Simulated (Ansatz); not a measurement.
Several settings on one geometry of H6Au3 (that of the charge 0 doublet, PBE0-D4/def2-SVP). Ansatz on 4 threads of Arm Neoverse V2 on a shared host; times are rough.

```xyz
9

Au    1.5238    0.3906   -0.3794
Au   -0.0811    1.0083    1.6852
Au    0.1344   -1.2433   -2.1008
H    -0.9676   -2.1399   -2.8282
H    -1.4470    1.1836    2.8254
H     1.5073    1.3173    1.1370
H    -0.7749   -0.7951   -0.7560
H    -1.7384    0.6536    2.2466
H     1.8435   -0.3752   -1.8300
```

Totals from different functionals, basis sets or treatments of relativity can't be compared as stabilities.

In the def2 sets Au takes a core potential; there is no spin–orbit coupling. B3LYP takes the VWN-RPA correlation.

(1) Give the basis size and estimate the energy, ⟨S²⟩, dipole and time of these runs.

| run | method | charge | state | further keys |
| --- | --- | --- | --- | --- |
| 1 | UKS B3LYP/def2-SVPD | 0 | doublet | scf: {omitted_lower_state_checks: [starts]}; forces asked |
| 2 | UKS BLYP-D3(BJ)/def2-mTZVPP | 0 | doublet | final_grid: {core_spheres: 20, valence_spheres: 16, degree: 47}; scf: {omitted_lower_state_checks: [starts]}; forces asked |
| 3 | UKS RPBE/def2-SVPD | 0 | doublet | scf: {omitted_lower_state_checks: [starts]}; forces asked |

Answers

(1) 
| run | functions | energy (Eh) | ⟨S²⟩ | dipole (D) | wall time |
| --- | --- | --- | --- | --- | --- |
| 1 | 153 | -410.8916 | 0.75 | 5.72 | 5.5 s |
| 2 | 138 | -410.6982 | 0.75 | 5.39 | 6.5 s |
| 3 | 153 | -411.0291 | 0.75 | 5.13 | 3.6 s |
